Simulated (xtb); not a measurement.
Br4Si, charge +1, quartet, at a GFN2-xTB geometry of the parent state (a state made from the parent by changing its charge; the spin is typed, not shown lowest).

The xtb input:
```
$ xtb mol.xyz --gfn 2 --chrg 1 --uhf 3 --json

# file mol.xyz
5

Br    -1.18518439    -1.48795623    -1.16312035
Si     0.00000000     0.00000000    -0.00000000
Br    -1.11591421     1.92799319     0.09540675
Br     1.96640642     0.32802890    -0.99858277
Br     0.33469218    -0.76806587     2.06629637
```

### Question
What total energy does GFN2-xTB (xtb 6.7.1) give?

### Answer
-17.4333 Eh

### Question
Give the partial charges in atom order at the level GFN2-xTB.

### Answer
Br1 0.10, Si2 0.59, Br3 0.10, Br4 0.10, Br5 0.10
